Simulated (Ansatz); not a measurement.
Geometry optimisation, UKS r2SCANh-D4/def2-SVP (Ansatz 0.2.0).

The input (input.yaml):

```yaml
crystal:
  periodic: [false, false, false]
  atoms:
    - { symbol: O, position_ang: [-0.4129, 1.1049, -1.1642] }
    - { symbol: Sn, position_ang: [-0.1261, -0.0597, 0.3572] }
    - { symbol: O, position_ang: [1.7493, -0.6006, 0.3463] }
    - { symbol: F, position_ang: [-1.1729, -1.6226, 0.1985] }
    - { symbol: H, position_ang: [-1.4216, 1.3657, -1.1251] }
    - { symbol: H, position_ang: [-0.4926, 0.7956, 1.8494] }
    - { symbol: H, position_ang: [1.938, -1.0513, -0.5078] }
magnetization:
  spin_polarized: true
basis:
  gaussian: { orbitals: def2-SVP }
hamiltonian:
  xc: r2scanh
  dispersion: d4
relax:
  f_tol: 0.02
  max_steps: 50
output:
  orbitals: {}
```

Run as:

```bash
$ ansatz run input.yaml --threads 2 --pin off --max-ram 3072MiB --backend cpu --events-out ev --progress --plain --runs-dir out
```

**Question.** Where does it end, and by what steps?

**Answer.** The forces met the threshold. After 13 steps the energy has fallen by 0.304 eV; H5 moved furthest, 0.61 Å.

```tsv
step	energy less start (eV)	largest force component (eV/Å)	accepted
0	0.0000	3.331	yes
1	-0.2403	1.187	yes
2	-0.2782	0.172	yes
3	-0.2836	0.102	yes
4	-0.2876	0.383	yes
5	-0.2820	1.087	no
6	-0.2943	0.035	yes
7	-0.2994	0.136	yes
8	-0.2999	0.270	yes
9	-0.3002	0.154	yes
10	-0.3030	0.051	yes
11	-0.3030	0.051	yes
12	-0.3034	0.042	yes
13	-0.3037	0.013	yes
```

```xyz
7
Properties=species:S:1:pos:R:3
O -0.507 1.261 -0.984
Sn -0.122 0.033 0.505
O 1.702 -0.661 0.316
F -1.363 -1.411 0.155
H -1.248 0.929 -1.507
H -0.330 0.638 2.070
H 1.929 -0.857 -0.601
```

Whether the end is a true minimum wasn't checked by a vibrational analysis.

Time of the run: 36 s on 2 threads of Intel(R) Xeon(R) 6975P-C (Granite Rapids), on a shared host, peak memory 0.3 GiB.
